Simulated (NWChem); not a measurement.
System: 1,3-disilacyclobutane (C$_{2}$H$_{8}$Si$_{2}$); SMILES [SiH2]1C[SiH2]C1

NWChem input:

```
start job
memory heap 200 mb stack 900 mb global 1100 mb
geometry units angstroms
  C      0.265757     0.373208     1.247188
  Si     1.344090    -0.259220    -0.208832
  C     -0.265757    -0.373208    -1.247188
  Si    -1.343421     0.263877     0.207296
  H      0.513650     1.374879     1.589000
  H      0.278600    -0.262306     2.128997
  H      2.325839     0.704924    -0.706543
  H      2.002475    -1.547392     0.036344
  H     -0.278600     0.262306    -2.128997
  H     -0.513650    -1.374879    -1.589000
  H     -2.002475     1.547392    -0.036344
  H     -2.325839    -0.704925     0.706543
end
basis spherical
  * library def2-svp
end
dft
  xc pbe0
  iterations 150
end
driver
  maxiter 120
end
task dft optimize
task dft freq
```

Output (shortened):

```
             Northwest Computational Chemistry Package (NWChem) 7.3.0
             --------------------------------------------------------

 D2H symmetry detected

                             Geometry "geometry" -> ""
                             -------------------------

 Output coordinates in angstroms (scale by  1.889725989 to convert to a.u.)

  No.       Tag          Charge          X              Y              Z
 ---- ---------------- ---------- -------------- -------------- --------------
    1 C                    6.0000     1.32867938     0.00000000     0.00000000
    2 Si                  14.0000     0.00000000     1.38469386     0.00000000
    3 C                    6.0000    -1.32867938     0.00000000     0.00000000
    4 Si                  14.0000     0.00000000    -1.38469386     0.00000000
    5 H                    1.0000     1.98046588     0.00000000     0.86994540
    6 H                    1.0000     1.98046588     0.00000000    -0.86994540
    7 H                    1.0000     0.00000000     2.23009082     1.19680564
    8 H                    1.0000     0.00000000     2.23009082    -1.19680564
    9 H                    1.0000    -1.98046588     0.00000000     0.86994540
   10 H                    1.0000    -1.98046588     0.00000000    -0.86994540
   11 H                    1.0000     0.00000000    -2.23009082     1.19680564
   12 H                    1.0000     0.00000000    -2.23009082    -1.19680564

 Effective nuclear repulsion energy (a.u.)     217.2228088204

      Symmetry information
      --------------------

 Group name             D2h
 Group number             26
 Group order               8
 No. of unique centers     4

                                Z-matrix (autoz)
                                --------

 Units are Angstrom for bonds and degrees for angles

[...]

      ----------------------
      Optimization converged
      ----------------------

  Step       Energy      Delta E   Gmax     Grms     Xrms     Xmax
  ---- ---------------- -------- -------- -------- -------- --------
@    5    -659.42327417 -3.2D-07  0.00004  0.00001  0.00028  0.00061
                                     ok       ok       ok       ok

                                Z-matrix (autoz)
                                --------

 Units are Angstrom for bonds and degrees for angles

[...]

 Rotational Constants
 --------------------
 A=   0.238075 cm-1  (  0.342530 K)
 B=   0.133052 cm-1  (  0.191427 K)
 C=   0.094080 cm-1  (  0.135357 K)

 Temperature                      =   298.15K
 frequency scaling parameter      =   1.0000

 Zero-Point correction to Energy  =   54.395 kcal/mol  (  0.086685 au)
 Thermal correction to Energy     =   57.683 kcal/mol  (  0.091923 au)
 Thermal correction to Enthalpy   =   58.275 kcal/mol  (  0.092867 au)

 Total Entropy                    =   69.253 cal/mol-K
   - Translational                =   39.320 cal/mol-K (mol. weight =  88.0165)
   - Rotational                   =   23.031 cal/mol-K (symmetry #  =        4)
   - Vibrational                  =    6.902 cal/mol-K

 Cv (constant volume heat capacity) =   21.648 cal/mol-K
   - Translational                  =    2.979 cal/mol-K
   - Rotational                     =    2.979 cal/mol-K
   - Vibrational                    =   15.689 cal/mol-K

[normal modes left out]

 ----------------------------------------------------------------------------
 Normal Eigenvalue ||           Projected Infra Red Intensities
  Mode   [cm**-1]  || [atomic units] [(debye/angs)**2] [(KM/mol)] [arbitrary]
 ------ ---------- || -------------- ----------------- ---------- -----------
    1      -60.741 ||    0.003319           0.077         3.236       0.822
    2       -0.000 ||    0.000000           0.000         0.000       0.000
    3       -0.000 ||    0.000000           0.000         0.000       0.000
    4        0.000 ||    0.000000           0.000         0.000       0.000
    5        0.000 ||    0.000000           0.000         0.000       0.000
    6        0.000 ||    0.000000           0.000         0.000       0.000
    7        0.000 ||    0.000000           0.000         0.000       0.000
    8      394.866 ||    0.000000           0.000         0.000       0.000
    9      423.680 ||    0.000000           0.000         0.000       0.000
   10      442.048 ||    0.000000           0.000         0.000       0.000
   11      446.929 ||    0.010621           0.245        10.354       2.630
   12      583.397 ||    0.000000           0.000         0.000       0.000
   13      629.384 ||    0.000000           0.000         0.000       0.000
   14      649.793 ||    0.045995           1.061        44.839      11.390
   15      660.354 ||    0.002323           0.054         2.265       0.575
   16      749.038 ||    0.000000           0.000         0.000       0.000
   17      762.281 ||    0.000000           0.000         0.000       0.000
   18      767.783 ||    0.000000           0.000         0.000       0.000
   19      779.983 ||    0.109268           2.521       106.520      27.059
   20      903.636 ||    0.334569           7.719       326.155      82.854
   21      928.470 ||    0.131153           3.026       127.854      32.479
   22      930.569 ||    0.000000           0.000         0.000       0.000
   23      953.500 ||    0.000000           0.000         0.000       0.000
   24      967.637 ||    0.000000           0.000         0.000       0.000
   25      969.855 ||    0.000000           0.000         0.000       0.000
   26      979.819 ||    0.225064           5.192       219.404      55.736
   27     1357.095 ||    0.029993           0.692        29.239       7.428
   28     1369.932 ||    0.000000           0.000         0.000       0.000
   29     2209.101 ||    0.294339           6.791       286.936      72.891
   30     2217.944 ||    0.000000           0.000         0.000       0.000
   31     2219.299 ||    0.000000           0.000         0.000       0.000
   32     2221.384 ||    0.266690           6.153       259.983      66.044
   33     3104.056 ||    0.000000           0.000         0.000       0.000
   34     3104.249 ||    0.000287           0.007         0.280       0.071
   35     3170.832 ||    0.000083           0.002         0.081       0.021
   36     3171.387 ||    0.000000           0.000         0.000       0.000
 ----------------------------------------------------------------------------

 ===============================================================================
      Negative Nuclear Hessian Mode    1  Eigenvalue =    -60.74 cm**(-1)
 -------------------------------------------------------------------------------
   Raw step length:  0.414 angstroms ;  The Raw step for this mode is:
    1 C                    6.0000    -0.00000009    -0.00000000    -0.05676681
    2 Si                  14.0000    -0.00000000    -0.00000001     0.02585358
    3 C                    6.0000     0.00000009     0.00000000    -0.05676632
    4 Si                  14.0000    -0.00000000     0.00000001     0.02585370
    5 H                    1.0000     0.08428475     0.00000020    -0.11881236
    6 H                    1.0000    -0.08428509    -0.00000019    -0.11881234
    7 H                    1.0000     0.00000048    -0.10095593     0.09792338
    8 H                    1.0000    -0.00000050     0.10095583     0.09792339
    9 H                    1.0000    -0.08428720     0.00000007    -0.11881363
   10 H                    1.0000     0.08428754    -0.00000007    -0.11881361
   11 H                    1.0000     0.00000015     0.10095499     0.09792279
   12 H                    1.0000    -0.00000014    -0.10095488     0.09792280

  Geometry after  100.0% step for mode  1; Step length =  0.414 angstroms
   Maximum component (any atom: x,y, or z) displacement:  0.225
    1 C                    6.0000     1.37250776    -0.00000000    -0.05676681
    2 Si                  14.0000    -0.00000000     1.32404236     0.02585358
    3 C                    6.0000    -1.37250775     0.00000000    -0.05676632
    4 Si                  14.0000    -0.00000000    -1.32404236     0.02585370
    5 H                    1.0000     2.10346465     0.00000020     0.77197011
    6 H                    1.0000     1.93489481    -0.00000019    -1.00959482
    7 H                    1.0000     0.00000048     2.09540196     1.31414748
    8 H                    1.0000    -0.00000050     2.29731371    -1.11830071
    9 H                    1.0000    -2.10346710     0.00000007     0.77196885
   10 H                    1.0000    -1.93489236    -0.00000007    -1.00959608
   11 H                    1.0000     0.00000015    -2.09540290     1.31414690
   12 H                    1.0000    -0.00000014    -2.29731276    -1.11830130

  Geometry after -100.0% step for mode  1; Step length =  0.414 angstroms
   Maximum component (any atom: x,y, or z) displacement:  0.225
    1 C                    6.0000     1.37250794     0.00000000     0.05676681
    2 Si                  14.0000     0.00000000     1.32404238    -0.02585358
    3 C                    6.0000    -1.37250794    -0.00000000     0.05676632
    4 Si                  14.0000     0.00000000    -1.32404238    -0.02585370
    5 H                    1.0000     1.93489515    -0.00000020     1.00959484
    6 H                    1.0000     2.10346498     0.00000019    -0.77197013
    7 H                    1.0000    -0.00000048     2.29731381     1.11830073
    8 H                    1.0000     0.00000050     2.09540206    -1.31414750
    9 H                    1.0000    -1.93489269    -0.00000007     1.00959611
   10 H                    1.0000    -2.10346744     0.00000007    -0.77196887
   11 H                    1.0000    -0.00000015    -2.29731288     1.11830131
   12 H                    1.0000     0.00000014    -2.09540301    -1.31414691

  Geometry after   50.0% step for mode  1; Step length =  0.207 angstroms
   Maximum component (any atom: x,y, or z) displacement:  0.112
    1 C                    6.0000     1.37250780    -0.00000000    -0.02838340
    2 Si                  14.0000    -0.00000000     1.32404237     0.01292679
    3 C                    6.0000    -1.37250780     0.00000000    -0.02838316
    4 Si                  14.0000    -0.00000000    -1.32404237     0.01292685
    5 H                    1.0000     2.06132227     0.00000010     0.83137630
    6 H                    1.0000     1.97703736    -0.00000010    -0.95018865
    7 H                    1.0000     0.00000024     2.14587992     1.26518579
    8 H                    1.0000    -0.00000025     2.24683580    -1.16726241
    9 H                    1.0000    -2.06132350     0.00000003     0.83137566
   10 H                    1.0000    -1.97703613    -0.00000003    -0.95018928
   11 H                    1.0000     0.00000007    -2.14588039     1.26518550
   12 H                    1.0000    -0.00000007    -2.24683533    -1.16726270

  Geometry after  -50.0% step for mode  1; Step length =  0.207 angstroms
   Maximum component (any atom: x,y, or z) displacement:  0.112
    1 C                    6.0000     1.37250789     0.00000000     0.02838340
    2 Si                  14.0000     0.00000000     1.32404237    -0.01292679
    3 C                    6.0000    -1.37250789    -0.00000000     0.02838316
    4 Si                  14.0000     0.00000000    -1.32404237    -0.01292685
    5 H                    1.0000     1.97703752    -0.00000010     0.95018866
    6 H                    1.0000     2.06132244     0.00000010    -0.83137631
    7 H                    1.0000    -0.00000024     2.24683585     1.16726242
    8 H                    1.0000     0.00000025     2.14587997    -1.26518580
    9 H                    1.0000    -1.97703630    -0.00000003     0.95018929
   10 H                    1.0000    -2.06132367     0.00000003    -0.83137567
   11 H                    1.0000    -0.00000007    -2.24683538     1.16726271
   12 H                    1.0000     0.00000007    -2.14588045    -1.26518551

  Geometry after   89.1% step for mode  1; Step length =  0.369 angstroms
   Maximum component (any atom: x,y, or z) displacement:  0.200
    1 C                    6.0000     1.37250777    -0.00000000    -0.05056609
    2 Si                  14.0000    -0.00000000     1.32404236     0.02302956
    3 C                    6.0000    -1.37250776     0.00000000    -0.05056566
    4 Si                  14.0000    -0.00000000    -1.32404236     0.02302966
    5 H                    1.0000     2.09425811     0.00000017     0.78494816
    6 H                    1.0000     1.94410139    -0.00000017    -0.99661678
    7 H                    1.0000     0.00000043     2.10642952     1.30345117
    8 H                    1.0000    -0.00000044     2.28628617    -1.12899702
    9 H                    1.0000    -2.09426029     0.00000006     0.78494703
   10 H                    1.0000    -1.94409921    -0.00000006    -0.99661791
   11 H                    1.0000     0.00000013    -2.10643035     1.30345065
   12 H                    1.0000    -0.00000013    -2.28628532    -1.12899755

  Geometry after  -89.1% step for mode  1; Step length =  0.369 angstroms
   Maximum component (any atom: x,y, or z) displacement:  0.200
    1 C                    6.0000     1.37250793     0.00000000     0.05056609
    2 Si                  14.0000     0.00000000     1.32404237    -0.02302956
    3 C                    6.0000    -1.37250793    -0.00000000     0.05056566
    4 Si                  14.0000     0.00000000    -1.32404238    -0.02302966
    5 H                    1.0000     1.94410169    -0.00000017     0.99661680
    6 H                    1.0000     2.09425841     0.00000017    -0.78494817
    7 H                    1.0000    -0.00000043     2.28628626     1.12899704
    8 H                    1.0000     0.00000044     2.10642961    -1.30345119
    9 H                    1.0000    -1.94409950    -0.00000006     0.99661793
   10 H                    1.0000    -2.09426059     0.00000006    -0.78494705
   11 H                    1.0000    -0.00000013    -2.28628542     1.12899756
   12 H                    1.0000     0.00000013    -2.10643045    -1.30345066

  Geometry after   44.5% step for mode  1; Step length =  0.185 angstroms
   Maximum component (any atom: x,y, or z) displacement:  0.100
    1 C                    6.0000     1.37250781    -0.00000000    -0.02528304
    2 Si                  14.0000    -0.00000000     1.32404237     0.01151478
    3 C                    6.0000    -1.37250781     0.00000000    -0.02528283
    4 Si                  14.0000    -0.00000000    -1.32404237     0.01151483
    5 H                    1.0000     2.05671900     0.00000009     0.83786532
    6 H                    1.0000     1.98164065    -0.00000009    -0.94369963
    7 H                    1.0000     0.00000021     2.15139370     1.25983764
    8 H                    1.0000    -0.00000022     2.24132203    -1.17261056
    9 H                    1.0000    -2.05672010     0.00000003     0.83786475
   10 H                    1.0000    -1.98163955    -0.00000003    -0.94370019
   11 H                    1.0000     0.00000006    -2.15139412     1.25983738
   12 H                    1.0000    -0.00000006    -2.24132160    -1.17261083

  Geometry after  -44.5% step for mode  1; Step length =  0.185 angstroms
   Maximum component (any atom: x,y, or z) displacement:  0.100
    1 C                    6.0000     1.37250789     0.00000000     0.02528304
    2 Si                  14.0000     0.00000000     1.32404237    -0.01151478
    3 C                    6.0000    -1.37250789    -0.00000000     0.02528283
    4 Si                  14.0000     0.00000000    -1.32404237    -0.01151483
    5 H                    1.0000     1.98164079    -0.00000009     0.94369964
    6 H                    1.0000     2.05671915     0.00000009    -0.83786533
    7 H                    1.0000    -0.00000021     2.24132207     1.17261057
    8 H                    1.0000     0.00000022     2.15139375    -1.25983765
    9 H                    1.0000    -1.98163970    -0.00000003     0.94370020
   10 H                    1.0000    -2.05672024     0.00000003    -0.83786476
   11 H                    1.0000    -0.00000006    -2.24132165     1.17261083
   12 H                    1.0000     0.00000006    -2.15139417    -1.25983738
```

Level: PBE0/def2-SVP. The optimisation ended at a saddle point (imaginary frequency).
